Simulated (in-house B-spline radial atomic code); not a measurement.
What moves the levels of Ag ([Kr] 4d10 5s1)? Level of theory: Dirac-Hartree-Fock, average of configuration, Fermi nucleus of rms radius 4.5454 fm; calculated with a radial B-spline atomic code at the basis-set limit.

Baseline run (computed): total energy -5314.6337 hartree, 1s1/2 at -943.1561 hartree, 5s1/2 at -6.4533 eV with <r> = 3.451 bohr.

Scaling the speed of light c (a factor of 100 is close to the non-relativistic limit):

```json
{"c/c0": "0.95", "ΔE (hartree)": "-13.497", "5s1/2 level (eV)": "-6.51228", "5s1/2 <r> (bohr)": "3.428"}
{"c/c0": "0.98", "ΔE (hartree)": "-5.1298", "5s1/2 level (eV)": "-6.47556", "5s1/2 <r> (bohr)": "3.442"}
{"c/c0": "1.02", "ΔE (hartree)": "4.8072", "5s1/2 level (eV)": "-6.4325", "5s1/2 <r> (bohr)": "3.459"}
{"c/c0": "1.5", "ΔE (hartree)": "66.673", "5s1/2 level (eV)": "-6.17746", "5s1/2 <r> (bohr)": "3.568"}
{"c/c0": "100", "ΔE (hartree)": "116.98", "5s1/2 level (eV)": "-5.98591", "5s1/2 <r> (bohr)": "3.657"}
```

Changing the nucleus:

| nucleus | ΔE (eV) |
| --- | --- |
| Gaussian nucleus of rms radius 4.5454 fm | -0.00872 |
| uniform spherical nucleus of rms radius 4.5454 fm | 0.00346 |
| Gaussian nucleus of rms radius 0.01 fm | -2.99 |
| Fermi nucleus of rms radius 4.4545 fm | -0.111 |
| Fermi nucleus of rms radius 4.6363 fm | 0.113 |

A larger nucleus binds the electrons less, roughly as the density at the nucleus times the change of the nuclear <r²>. At equal rms radius the shape enters only through higher moments. A radius of 0.01 fm is nearly a point.

Question: The nuclear charge is raised by 0.1. What does the Hellmann-Feynman theorem predict for the energy, and what is found?

Answer: dE/dZ ≈ -Σ<1/r>, which is -274.343 at the start and -275.159 at the end; their mean times 0.1 is -27.475 hartree, and the two runs differ by -27.475 hartree.
